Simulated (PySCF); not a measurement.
**`InChI=1S/C7H6Si/c1-3-5-6-7(8)4-2/h1-2,5H,8H3`**

Molfile (atoms numbered from 1):
```
C7H6Si
     RDKit          3D

 14 13  0  0  0  0  0  0  0  0999 V2000
    3.7029    0.4012   -0.3778 C   0  0  0  0  0  0  0  0  0  0  0  0
    2.7172   -0.0778    0.1422 C   0  0  0  0  0  0  0  0  0  0  0  0
    1.5812   -0.6598    0.7733 C   0  0  0  0  0  0  0  0  0  0  0  0
    0.3348   -0.4063    0.4301 C   0  0  0  0  0  0  0  0  0  0  0  0
   -0.9097   -0.2049    0.0545 C   0  0  0  0  0  0  0  0  0  0  0  0
   -1.6426   -1.3369   -1.2830 Si  0  0  0  0  0  4  0  0  0  0  0  0
   -1.7448    0.8205    0.5863 C   0  0  0  0  0  0  0  0  0  0  0  0
   -2.5155    1.6669    0.9895 C   0  0  0  0  0  0  0  0  0  0  0  0
    4.5712    0.8297   -0.8425 H   0  0  0  0  0  0  0  0  0  0  0  0
    1.7621   -1.3604    1.6007 H   0  0  0  0  0  0  0  0  0  0  0  0
   -2.0336   -0.5119   -2.4629 H   0  0  0  0  0  0  0  0  0  0  0  0
   -0.6079   -2.3390   -1.6637 H   0  0  0  0  0  0  0  0  0  0  0  0
   -2.8532   -2.0171   -0.7367 H   0  0  0  0  0  0  0  0  0  0  0  0
   -3.1832    2.4232    1.3579 H   0  0  0  0  0  0  0  0  0  0  0  0
  1  2  3  0
  2  3  1  0
  3  4  2  0
  4  5  2  0
  5  6  1  0
  5  7  1  0
  7  8  3  0
  1  9  1  0
  3 10  1  0
  6 11  1  0
  6 12  1  0
  6 13  1  0
  8 14  1  0
M  END
```

Method used: quadratic response CAM-B3LYP/aug-cc-pVDZ first hyperpolarisability, Taylor convention, gas phase in PySCF. Geometry: PBE0-D3(BJ)/def2-SVP.

Problem. What is the first hyperpolarisability, and how does it disperse?

Solution. In au, Taylor convention; the vector part is βᵢ = ⅓ Σⱼ (βᵢⱼⱼ + βⱼᵢⱼ + βⱼⱼᵢ); β∥ is 3/5 of the vector part along the dipole, the dipole points from − to +:
| process | λ (nm) | β vector norm | β∥ | β HRS | depolarisation ratio |
| --- | --- | --- | --- | --- | --- |
| static β(0;0,0) | ∞ | 99.6 | -28.1 | 47.1 | 3.53 |
| second harmonic β(−2ω;ω,ω) | 1907 | 105.2 | -30.1 | 49.5 | 3.57 |
| Pockels β(−ω;ω,0) | 1907 | 101.4 | -28.7 | – | – |
| second harmonic β(−2ω;ω,ω) | 1064 | 119.8 | -35.9 | 55.9 | 3.65 |
| Pockels β(−ω;ω,0) | 1064 | 105.6 | -30.3 | – | – |

Problem. Which lowest excitations, dipole and polarisabilities go with it?

Solution. S1 4.71 eV (f = 0.001); S2 5.23 eV (f = 0.001); S3 5.39 eV (f = 0.002); dipole 0.35 D; isotropic α 122.5 au static, 123.2 au at 1907 nm, 124.7 au at 1064 nm, 125.2 au at 953.5 nm, 132.0 au at 532 nm.
